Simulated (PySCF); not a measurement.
Energies from PySCF, thermal terms from the rigid-rotor harmonic-oscillator model, ideal gas at 1 bar. Table values come from the NASA 1993 polynomials. All species are closed-shell singlets. Cs: scalar-relativistic def2 core potential, no spin-orbit coupling. The harmonic model lacks anharmonicity and excited electronic states, which grow with temperature; levels with a mode under 35 cm⁻¹ are left out. The table's entry may be an old estimate for CsCl (not checked at source).

Harmonic frequencies at PBE0/def2-TZVP (cm⁻¹): 213. Point group C∞v; S°(298 K) = 256.0 J/mol/K at this level.

**Question.** Work out Cp and S° of gaseous CsCl at 500, 800, 1200, 1600, 2000 K from these, and set them beside the table.

**Answer.** 
```
T (K)  Cp PBE0/def2-TZVP  Cp table  S° PBE0/def2-TZVP  S° table
-----  -----------------  --------  -----------------  --------
500                 37.2      37.5              275.1     275.3
800                 37.3      37.9              292.6     293.1
1200                37.4      38.3              307.7     308.5
1600                37.4      38.6              318.5     319.6
2000                37.4      39.0              326.8     328.3
```
Units J/mol/K.
